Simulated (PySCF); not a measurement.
Compound: dimethyl(thiophen-2-yl)phosphine oxide, C₆H₉OPS.
Bonds: C1–P2, P2–C3, P2–O4 (double), P2–C5, C5–C6 (aromatic), C6–C7 (aromatic), C7–C8 (aromatic), C8–S9 (aromatic), C5–S9 (aromatic). Hydrogens: H10, H11, H12 on C1; H13, H14, H15 on C3; H16 on C6; H17 on C7; H18 on C8.

NICS = −σ at a ghost point: NICS(0) at the centroid of the ring atoms, NICS(1) 1 Å to either side along the normal of their mean plane, zz for the tensor component along that normal. Level: GIAO PBE0/pcSseg-1 (PySCF, non-relativistic, gas phase) on the GFN2-xTB geometry, one conformer.

Ring bond lengths (Å), with Mayer bond orders in brackets: C5–C6 1.363 (1.59), C6–C7 1.411 (1.27), C7–C8 1.358 (1.58), C8–S9 1.717 (1.18), S9–C5 1.731 (1.12).

Give the NICS values of each ring in ppm.

```tsv
ring	type	NICS(0)	NICS(1), two faces	NICS(1)zz, two faces	rms pucker (Å)	centre to ring atoms, mean (Å)
C5–C6–C7–C8–S9	5-membered ring with S; formal bonds all aromatic	-12.2	-11.4 / -11.4	-26.7 / -26.7	0.00	1.28
```

What can be read from them?

- C5–C6–C7–C8–S9: mean NICS(1)zz -26.7 ppm, shielded. For a flat ring without four-coordinate atoms the NICS criterion counts such a value as aromatic.

How equal are the bonds by HOMA? HOMA = 1 − mean of α(R − Ropt)² over the ring bonds, with Krygowski's 1993 parameters (CC: Ropt 1.388 Å, α 257.7 Å⁻²; CS: Ropt 1.677 Å, α 94.09 Å⁻²).

- C5–C6–C7–C8–S9: HOMA 0.81; the largest term is that of S9–C5, α(R − Ropt)² = 0.28. The geometric and the magnetic index point the same way.

What is the mean of the two in-plane components of NICS at the second NICS(1) probe listed for ring C5–C6–C7–C8–S9, 1 Å off the ring?

The isotropic value is a third of the trace: (3 × -11.4 − (-26.7))/2 = -3.8 ppm.

List the ring angles and the Hirshfeld charges of the ring atoms.

- C5–C6–C7–C8–S9: C5 111.4° (-0.092 e), C6 112.9° (-0.056 e), C7 112.5° (-0.067 e), C8 112.2° (-0.075 e), S9 91.0° (+0.113 e); sum 540.0° against 540° for a flat convex ring.

Shape of the structure used: `[CH3:1][P:2]([CH3:3])(=[O:4])[c:5]1[cH:6][cH:7][cH:8][s:9]1`: C1–P2–C5–C6 -124°.
